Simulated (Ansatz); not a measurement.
A set of 12 reactions (hydrogenolysis), with CCSD(T)/CBS values in kJ/mol:

```tsv
reaction	ΔE
`OCN[SiH2]O` + H₂ → `OCN[SiH3]` + H₂O	89.8
`NC[SiH2][SiH2]Cl` + H₂ → `NC[SiH3]` + `[SiH3]Cl`	-18.3
`C[SiH](O)[GeH2][OH]` + H₂ → `C[SiH2][GeH2][OH]` + H₂O	63.2
`[F][In]([O][SiH3])[O][SiH3]` + H₂ → `[SiH3][O][InH][O][SiH3]` + H–F	9.5
`CO[Si](C)(N)O` + H₂ → `CO[SiH](C)N` + H₂O	97.3
`CB[SiH2]SC` + H₂ → `CS[SiH3]` + `BC`	-31.2
`O=C1C[SiH]1[SiH2]O` + H₂ → `O=C1C[SiH2]1` + `O[SiH3]`	-11.9
`NC[SiH](Cl)Cl` + H₂ → `C[SiH](Cl)Cl` + NH₃	-118.3
`C[O][Ge]([CH3])([NH2])[Cl]` + H₂ → `[CH3][GeH]([NH2])[Cl]` + CH₃OH	28.6
`CBBN` + H₂ → `BBN` + CH₄	-21.4
`CS(=O)(=O)Cc1ccccc1` + H₂ → `CS(C)(=O)=O` + `c1ccccc1`	-43.1
`CC[CH2][ZnH]` + H₂ → `[CH3][ZnH]` + `CC`	-76.1
```

Calculated with Ansatz (gas phase, PBE0-D4/def2-TZVP geometries, no zero-point term in ΔE). CBS: MP2 limit from def2 TZ/QZ plus the TZ coupled-cluster correction, frozen cores. This one scheme is used for every species. DFT in def2-TZVPP. Elements past krypton have def2 core potentials. For Ge, In, Zn outer-core shells are correlated without core-valence functions, which leaves a few kJ/mol of doubt a bond. Scalar relativity is left out up to krypton. Each species was taken in one conformer, which may not be the lowest.

Problem. Give the mean, mean absolute and largest difference (level minus CCSD(T)/CBS, kJ/mol) for: r2SCAN-D4, PBE0-D4, ωB97X-V, ωB97M-V, B2PLYP, PBE, r2SCAN, PBE0, HF/def2-TZVPP, CCSD(T)/def2-TZVPP, MP2/def2-QZVPP, SCS-MP2/def2-QZVPP, MP2/CBS(def2), CCSD/CBS(def2). (Best estimate.)

Solution. The calculation gave: 
```tsv
level	mean	mean absolute	largest
r2SCAN-D4	4.0	4.4	8.1
PBE0-D4	-0.5	5.5	-9.8
ωB97X-V	-0.8	2.1	3.9
ωB97M-V	-1.1	3.2	-5.5
B2PLYP	-4.7	5.4	-11.7
PBE	-2.3	7.2	-13.3
r2SCAN	2.0	3.7	6.4
PBE0	-6.3	6.9	-15.9
HF/def2-TZVPP	-21.1	21.1	-40.2
CCSD(T)/def2-TZVPP	-1.2	2.0	-5.6
MP2/def2-QZVPP	3.4	3.8	10.3
SCS-MP2/def2-QZVPP	-1.3	3.8	-8.9
MP2/CBS(def2)	3.9	3.9	9.9
CCSD/CBS(def2)	-4.7	4.7	-8.9
```

The largest T1 diagnostic in the set is 0.017, for `O=C1C[SiH2]1` (customary mark 0.02).

CCSD(T)/CBS is a level of theory with its own doubt, and the functionals carry their triple-zeta basis error, so these figures describe this set and don't rank the functionals.
